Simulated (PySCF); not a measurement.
1,2-dimethylindole, C₁₀H₁₁N.
Structure used (GFN2-xTB), in Å, numbered top down from 1:
```xyz
22
C10H11N angstrom
C      2.9565   -0.5425   -0.2164
C      1.4766   -0.5515   -0.0686
C      0.6392   -1.6043    0.1614
C     -0.6837   -1.0898    0.2181
C     -1.9371   -1.6650    0.4227
C     -3.0460   -0.8497    0.4208
C     -2.9306    0.5275    0.2178
C     -1.7046    1.1233    0.0120
C     -0.5790    0.3090    0.0111
N      0.7449    0.6093   -0.1663
C      1.2997    1.9116   -0.3948
H      3.3439   -1.5452   -0.0599
H      3.2467   -0.2113   -1.2146
H      3.4180    0.1284    0.5088
H      0.9285   -2.6299    0.2789
H     -2.0282   -2.7298    0.5796
H     -4.0266   -1.2750    0.5782
H     -3.8216    1.1383    0.2234
H     -1.6341    2.1906   -0.1409
H      0.4944    2.6202   -0.5729
H      1.8778    2.2518    0.4698
H      1.9548    1.9033   -1.2689
```

Definitions: NICS(0) = −σiso at the ring centroid; NICS(1) = −σiso and NICS(1)zz = −σzz at ±1 Å along the ring normal z. Level: GIAO PBE0/pcSseg-1 (PySCF, non-relativistic, gas phase) on the GFN2-xTB geometry, one conformer.

Ring bond lengths (Å), with Mayer bond orders in brackets: C2–C3 1.365 (1.53), C3–C4 1.420 (1.29), C4–C9 1.418 (1.21), C9–N10 1.369 (0.97), N10–C2 1.376 (1.10); C4–C5 1.394 (1.33), C5–C6 1.376 (1.50), C6–C7 1.397 (1.38), C7–C8 1.378 (1.50), C8–C9 1.389 (1.36), C9–C4 1.418 (1.21).

Problem. Give the NICS values of each ring in ppm.

Solution. 
```json
{"ring": "C2–C3–C4–C9–N10", "type": "5-membered ring with N; formal bonds all aromatic", "NICS(0)": "-12.6", "NICS(1), two faces": "-11.3 / -11.4", "NICS(1)zz, two faces": "-27.6 / -27.7", "rms pucker (Å)": "0.00", "centre to ring atoms, mean (Å)": "1.18"}
{"ring": "C4–C5–C6–C7–C8–C9", "type": "6-membered carbocycle; formal bonds all aromatic", "NICS(0)": "-10.3", "NICS(1), two faces": "-12.0 / -12.0", "NICS(1)zz, two faces": "-29.9 / -30.0", "rms pucker (Å)": "0.00", "centre to ring atoms, mean (Å)": "1.39"}
```

Problem. What do they say, and how far can they be read as aromaticity?

Solution. 
- C2–C3–C4–C9–N10: mean NICS(1)zz -27.7 ppm, shielded. The ring is flat and has no four-coordinate atom; by the NICS criterion it is aromatic, though in fused rings the probe also feels the neighbouring ring.
- C4–C5–C6–C7–C8–C9: mean NICS(1)zz -29.9 ppm, shielded. The ring is flat and has no four-coordinate atom; by the NICS criterion it is aromatic, though in fused rings the probe also feels the neighbouring ring.

Problem. What does the geometric index give? HOMA takes Krygowski's 1993 parameters.

Solution. 
- C2–C3–C4–C9–N10: HOMA 0.82; the largest term is that of C3–C4, α(R − Ropt)² = 0.27. The geometric and the magnetic index point the same way.
- C4–C5–C6–C7–C8–C9: HOMA 0.95 = 1 − EN − GEO, with mean bond length 1.392 Å, EN = α(Ropt − mean)² = 0.004 and GEO = α × variance = 0.049. The geometric and the magnetic index point the same way.

Problem. At the second NICS(1) probe listed for ring C2–C3–C4–C9–N10, 1 Å off the ring, how large is the induced field along the normal in 9.4 T applied along it?

Solution. NICSzz × B0 = -27.7 ppm × 9.4 T = -260 μT, against the applied field.

Problem. List the ring angles and the Hirshfeld charges of the ring atoms.

Solution. 
- C2–C3–C4–C9–N10: C2 109.7° (+0.040 e), C3 107.4° (-0.112 e), C4 106.4° (-0.033 e), C9 107.9° (+0.028 e), N10 108.7° (-0.015 e); sum 540.0° against 540° for a flat convex ring.
- C4–C5–C6–C7–C8–C9: C4 119.7° (-0.033 e), C5 118.7° (-0.059 e), C6 121.2° (-0.070 e), C7 121.4° (-0.066 e), C8 117.9° (-0.076 e), C9 121.2° (+0.028 e); sum 720.0° against 720° for a flat convex ring.

Problem. What are the shieldings of the ring atoms and their hydrogens in the same run (means over atoms taken as equivalent)?

Solution. 
```
atoms                  environment  σ isotropic (ppm)  principal values of the symmetric part, first atom (ppm)
   C2  substituted aromatic carbon               47.2                                        -34.0, 50.4, 125.2
   C3           aromatic CH carbon               80.6                                          8.2, 86.8, 146.8
   C4  ring-fusion aromatic carbon               53.4                                        -18.6, 10.5, 168.3
   C5           aromatic CH carbon               61.8                                        -35.4, 47.8, 172.9
   C6           aromatic CH carbon               62.8                                        -43.7, 54.2, 177.8
   C7           aromatic CH carbon               61.7                                        -44.7, 51.9, 178.0
   C8           aromatic CH carbon               75.7                                        -13.4, 60.6, 180.0
   C9  ring-fusion aromatic carbon               46.1                                        -27.7, 24.8, 141.3
  N10        pyrrole-type nitrogen              117.5                                        35.3, 146.6, 170.6
  H15            aromatic hydrogen              25.14                                          20.7, 26.5, 28.2
  H16            aromatic hydrogen              23.88                                          18.9, 25.0, 27.8
  H17            aromatic hydrogen              24.38                                          20.1, 26.0, 27.1
  H18            aromatic hydrogen              24.30                                          19.8, 25.6, 27.5
  H19            aromatic hydrogen              24.36                                          18.8, 24.9, 29.3
```

The list is cut; further classes of hydrogen are left out.

Time: 2.2 min; peak memory 1.1 GiB. Hardware: an Intel Xeon at 2.50 GHz with one thread (shared host). This is the whole shielding run at PBE0/pcSseg-1, SCF included.
